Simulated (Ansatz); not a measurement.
The cluster W₂F₄. Charge 0, multiplicity 1. Geometry r2SCAN-D4/def2-SVP; atoms count from 1.

```xyz
6

W    -0.527   -0.720    0.637
W     0.527    0.720   -0.638
F    -1.753    0.385    1.552
F     1.753   -0.385   -1.552
F    -0.603   -2.246   -0.468
F     0.603    2.246    0.469
```

In the def2 sets W takes a core potential; there is no spin–orbit coupling. The restricted singlet is unstable: a solution with broken spin symmetry lies lower. At PBE0-D4/def2-TZVP a triplet of charge 0 lies 0.39 eV below the restricted singlet, each at its own geometry. The structure comes from a short search, and lower isomers may exist.

Question: Estimate the Mulliken populations from the PBE0/def2-TZVP orbitals of Ansatz.

Answer: 
| atom | charge (e) | d electrons |
| --- | --- | --- |
| W1 | 0.80 | 4.09 |
| W2 | 0.80 | 4.09 |
| F3 | -0.40 | – |
| F4 | -0.40 | – |
| F5 | -0.40 | – |
| F6 | -0.40 | – |
Mulliken values depend strongly on the basis.

Question: And the Mayer bond orders between heavy atoms (over 0.3)?

Answer: W1–W2 3.77 (2.19 Å); W1–F3 0.95 (1.89 Å); W1–F5 0.95 (1.89 Å); W2–F4 0.95 (1.89 Å); W2–F6 0.95 (1.89 Å).
